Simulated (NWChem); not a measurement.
# C₃H₄OS; SMILES O=C1CSC1

```xyz
9

O      0.0000     0.0000     2.1609
C      0.0000     0.0000     0.9593
C      0.0000    -1.1766    -0.0252
S      0.0000     0.0000    -1.4632
C      0.0000     1.1766    -0.0252
H     -0.8928    -1.8065     0.0446
H      0.8928    -1.8065     0.0446
H     -0.8928     1.8065     0.0446
H      0.8928     1.8065     0.0446
```
Atoms are numbered in this order, from 1.

Computed with NWChem. Pople sets run with spherical d functions. The geometry was optimised at B3LYP/6-31G* (spherical d). GIAO values for the isolated, static molecule; σ is the absolute isotropic shielding, δ = σ(reference) − σ with the isolated reference molecule computed at the same levels (13C: tetramethylsilane, 1H: tetramethylsilane, 17O: water).

For level B3LYP/6-31G*:

- δ C2 (ppm) = 189.0
- δ C3 (ppm) = 57.4
- σ S4 (ppm) = 604.7
- δ H6 (ppm) = 4.07

How do the values read with level Hartree-Fock/6-31G* instead?


| Property | Result |
|---|---|
| δ C2 (ppm) | 195.0 |
| δ C3 (ppm) | 51.1 |
| σ S4 (ppm) | 676.0 |
| δ H6 (ppm) | 3.90 |
